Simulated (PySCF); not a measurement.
How methods differ on the excitation energy of Se

Se [Ar] 3d10 4s2 4p4 (3P) → Se [Ar] 3d10 4s1 4p4 5s1 (5P), as a difference of total energies. Computed with PySCF 2.14 in aug-cc-pVQZ-PP with ECP10MDF, with a scalar-relativistic core potential. Correlated levels: valence: 3s2 3p6 3d10 frozen. The calculations carry no spin-orbit coupling.

```json
{"method": "UHF", "excitation energy (eV)": "16.056"}
{"method": "LDA", "excitation energy (eV)": "17.274"}
{"method": "PBE", "excitation energy (eV)": "16.956"}
{"method": "PBE0", "excitation energy (eV)": "16.999"}
{"method": "r2SCAN", "excitation energy (eV)": "16.943"}
{"method": "LC-wPBE", "excitation energy (eV)": "17.400"}
{"method": "BLYP", "excitation energy (eV)": "17.206"}
{"method": "wB97X-V", "excitation energy (eV)": "17.468"}
{"method": "revPBE", "excitation energy (eV)": "16.822"}
{"method": "MP2 (valence)", "excitation energy (eV)": "16.401"}
{"method": "SCS-MP2 (valence)", "excitation energy (eV)": "16.576"}
```

Question: How much does correlation contribute at MP2 (valence)?

Answer: 16.401 − (16.056) = 0.345 eV, measured against UHF.

The upper state lies above the first ionisation limit, where it may autoionise and the basis confines it. A Rydberg-like electron needs more diffuse functions than a valence basis has.

The promoted electron is Rydberg-like, and one or two diffuse shells describe it only roughly, which tends to raise the upper state.
